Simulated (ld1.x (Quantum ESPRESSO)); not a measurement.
Which change was made? (Re, TM)

ld1.x (Quantum ESPRESSO) 7.5 input, shortened:

```
&input
   title='Re', zed=75., rel=2, dft='PBE', iswitch=3,
   config='[Xe] 4f14 5d5 6s1.5 6p0.5', rel_dist='average'
 /
 &inputp
   pseudotype=2, tm=.true., lloc=0,
   nlcc=.false.
 /
3
5P  2  1   6.00   0.00  1.40  1.40  0.0
5D  3  2   5.00   0.00  1.50  1.50  0.0
6S  1  0   1.50   0.00  1.85  1.85  0.0
 &test
   configts(1)='5p6 5d5 6s1.5 6p0.5'
 /
```

Open shells are filled in proportion to 2j + 1 (rel_dist='average').

Occupied shells without a wave of their own: 6p. They enter only through the test configuration that unscreens the potential.

Cutoffs, loose and tight: the cutoffs (Ry, on a coarse ladder) from which the occupation-weighted sum of valence levels, in a spherical-Bessel basis at the reference potential, stays within 10 and 1 mRy of its value at 400 Ry. They do not see the model core or the augmentation charge, which bear on the density cutoff. Test errors are all-electron minus pseudo excitation energies from the reference, over the configurations 5p6 5d5 6s2 6p0; 5p6 5d5 6s1 6p0; 5p6 5d5 6s0 6p0; 5p6 5d6 6s1 6p0; 5p6 5d3 6s0 6p0; 5p6 5d4 6s2 6p0; 5p6 5d6 6s0 6p0; variants that change the core or the reference have their own tests.

The base gives: outcome: generated, misses its reference levels by 0.54 eV; cutoff, loose: 90 Ry; cutoff, tight: 120 Ry; bound ghosts: none; largest test error (meV): +952.

Q: After one change the result is: outcome: generated, misses its reference levels by 0.54 eV; cutoff, loose: 260 Ry; cutoff, tight: over 300 Ry; bound ghosts: none; largest test error (meV): +956. Which change was it?
A. wave 5p (bound): rc 1.40 bohr becomes 5p (bound): rc 0.92 bohr
B. wave 5p (bound): rc 1.40 bohr becomes 5p (bound): rc 1.04 bohr
C. wave 5p (bound): rc 1.40 bohr becomes 5p (bound): rc 1.98 bohr

A: A. The others give: wave 5p (bound): rc 1.40 bohr becomes 5p (bound): rc 1.04 bohr → outcome: generated, misses its reference levels by 0.54 eV; cutoff, loose: 140 Ry; cutoff, tight: 230 Ry; bound ghosts: none; largest test error (meV): +956 | wave 5p (bound): rc 1.40 bohr becomes 5p (bound): rc 1.98 bohr → outcome: generated, misses its reference levels by 0.53 eV; cutoff, loose: 40 Ry; cutoff, tight: 70 Ry; bound ghosts: none; largest test error (meV): +933.
